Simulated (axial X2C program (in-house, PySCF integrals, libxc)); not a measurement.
# Curves of HPdH from open-shell CI on d8 s0

Calculated with an axial X2C code built on PySCF integrals: two-component X2C with atomic mean-field Coulomb and Gaunt terms, basis H dyall-v3z, Pd dyall-v3z (cores contracted in-house). Orbitals come from Hartree–Fock averaged over the configuration Pd d8 s0; CI then distributes these electrons over the d, s shells of Pd.

Scan along the symmetric stretch (R is each bond); masses H 1.008 u, Pd 105.903 u, H 1.008 u. Energies in cm⁻¹ from the lowest point; levels are followed by energy order within each Ω. Lowest level at 1.730 Å: 100% d8.

```csv
R (Å),(1)Ω=3,(1)Ω=2,(1)Ω=1,(1)Ω=0,(2)Ω=2
1.609,738,1538,2717,3705,5174
1.669,0,728,1860,2753,4110
1.730,88,736,1815,2644,3927
1.799,975,1530,2542,3317,4569
1.868,2498,2959,3902,4627,5902
1.946,4783,5142,6004,6672,8025
2.041,8131,8374,9140,9732,11229
```

Question: Fit the curves (1)Ω=3, (1)Ω=2, (1)Ω=1, (1)Ω=0, (2)Ω=2 near their minima.

Answer: From the open-shell CI curves, Te from the lowest:

| level | Te (cm⁻¹) | Re (Å) | ωe (cm⁻¹) |
| --- | --- | --- | --- |
| (1)Ω=3 | 0 | 1.692 | 1857.6 |
| (1)Ω=2 | 694 | 1.698 | 1828.1 |
| (1)Ω=1 | 1800 | 1.703 | 1805.1 |
| (1)Ω=0 | 2652 | 1.708 | 1811.5 |
| (2)Ω=2 | 3954 | 1.713 | 1846.1 |

Without dynamic correlation distances can be off by several hundredths of an Å (long for ionic bonds, short for multiple bonds) and the wavenumbers are rough.

The 5 lowest curves are shown; the next is (2)Ω=1, from 4624 cm⁻¹.

There is no dynamic correlation: spin–orbit spacings and, for f shells, spacings inside one term are the most reliable numbers, splittings between terms come out too wide, and energies between configurations are not reliable, so the lowest level need not be the ground state of the molecule. For d shells the ligand-field splittings (σ, π, δ) and their order can be off by a thousand cm⁻¹ or more. At most 4 roots were kept for each Ω > 0 (twice that for Ω = 0) within 3.2 eV of the lowest, so higher up levels can be missing between those listed; levels with Ω > 0 are doubly degenerate and listed once, Ω = 0 levels singly. Some active spinors are only partly of the character that their shell is named for, so the shell names and counts are nominal. States that fill the shells left empty in the average are placed too high. The molecule was held linear; bending was not examined.
